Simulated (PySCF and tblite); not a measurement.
The numbers below are computed, except where a source is named.
System: C4H4ClF2N, numbered as in [H]/[N:3]=[C:2]([CH3:1])\[C:4]([F:5])=[C:6](/[F:7])[Cl:8].

Geometries: GFN2-xTB; energies: PBE0/pcSseg-1 + D3(BJ); zero-point and thermal terms from GFN2-xTB harmonic modes (soft modes blended into free rotors). Rate constants are transition-state-theory values, counting equivalent paths, without tunnelling. Run with tblite and PySCF.

In real samples N–H and O–H hydrogens exchange between molecules, which also interchanges these forms.

Q: How high is the barrier to the planar inversion at N3 (torsion C1–C2–N3–H from -180° to 0°), through which structure does it pass, and what rate follows at 298 K?

A: The electronic barrier is 26.4 kcal/mol and ΔG‡(298 K) 24.4 kcal/mol, over a Cs saddle with an imaginary mode of 1065i cm⁻¹ (GFN2-xTB). With 1 equivalent path, k is 8×10⁻⁶ s⁻¹, a mean lifetime of the start of 1.4 days against this motion. The end lies 0.3 kcal/mol above the start in free energy.
